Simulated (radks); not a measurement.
The numbers below are computed, except where a source is named.
Gd4+, 60 electrons, occupied as [Xe] 4f6 (the NIST ground configuration). Code: a radial shooting solver on a logarithmic mesh with Libxc functionals. Model: scalar-relativistic Kohn-Sham, PBE, spin-polarised, spherical densities, finite nucleus; open shells are filled with parallel spins first (spin-orbit coupling, left out, can overturn this in heavy ions); Fermi nuclear charge, rms radius 5.1569 fm.

Normalised radial functions P(r) = r R(r), r in bohr:

r           5p up  4f down
0.003129   0.0073   0.0000
0.004107   0.0116   0.0000
0.005434   0.0185   0.0000
0.007132   0.0289   0.0000
0.009437   0.0450   0.0000
0.01239    0.0679   0.0001
0.01639    0.1004   0.0002
0.02151    0.1407   0.0005
0.02846    0.1871   0.0014
0.03766    0.2267   0.0038
0.04943    0.2371   0.0094
0.06541    0.1889   0.0231
0.08585    0.0628   0.0519
0.1136    -0.1329   0.1118
0.1491    -0.3048   0.2173
0.1973    -0.3217   0.3907
0.259     -0.0924   0.6183
0.3426     0.2938   0.8714
0.4497     0.5126   1.0593
0.595      0.3003   1.1098
0.781     -0.2588   0.9986
1.033     -0.8046   0.7750
1.367     -0.9685   0.5204
1.795     -0.7408   0.2980
2.375     -0.3714   0.1336
3.117     -0.1222   0.0458
4.124     -0.0218   0.0098

5p up: eigenvalue -67.993 eV, 3 radial nodes at r = 0.0946, 0.278, 0.696 bohr, <r> = 1.46 bohr, 90 % of the charge inside 2.11 bohr. 4f down (empty): eigenvalue -50.505 eV, 0 radial nodes, <r> = 0.817 bohr, 90 % of the charge inside 1.38 bohr.
